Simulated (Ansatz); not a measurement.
Ansatz (a quantum-chemistry and plane-wave program) input:

Ansatz 0.2 input:
```yaml
crystal:
  periodic: [false, false, false]
  atoms:
    - {symbol: Zn, position_ang: [-0.00000000, -0.00000000, -1.53611285]}
    - {symbol: I, position_ang: [0.00000000, 0.00000000, 0.86949784]}
basis:
  gaussian:
    orbitals: def2-TZVP
hamiltonian:
  xc: b3lyp
  dispersion: d3bj
total_charge: 1
phonons: {temperatures: {t_min: 298.15, t_max: 298.15, t_step: 100}}
```

**Question.** Predict the final energy.

**Answer.** -2076.97043 Eh (B3LYP-D3(BJ)/def2-TZVP). The basis has 98 functions. The run takes about 40 core-seconds (a rough figure).
